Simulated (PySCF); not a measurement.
C₂H₅S, SMILES [CH2]SC, multiplicity 2.

The structure is a stationary point at r2SCAN-D4/def2-TZVP. The isomer is the one that the SMILES or the coordinates give; other isomers of the formula were not compared.

The numbers are results of PySCF with SMD-B3LYP/6-31G*, not measurements.

Solvation free energies are E(SMD) − E(gas) at the gas-phase geometry, for 1 M in both phases. In vacuum the dipole moment is 1.50 D.

Q: Estimate the solvation free energies in water, ethanol, acetone. (The exact figures need the calculation; the answer reports its results.)

A: 
| solvent | ΔG(solv) (kcal/mol) | its non-electrostatic (CDS) part | dipole (D) |
|---|---|---|---|
| water | 0.4 | 3.7 | 1.98 |
| ethanol | -2.2 | 1.0 | 1.95 |
| acetone | -2.5 | 0.6 | 1.95 |
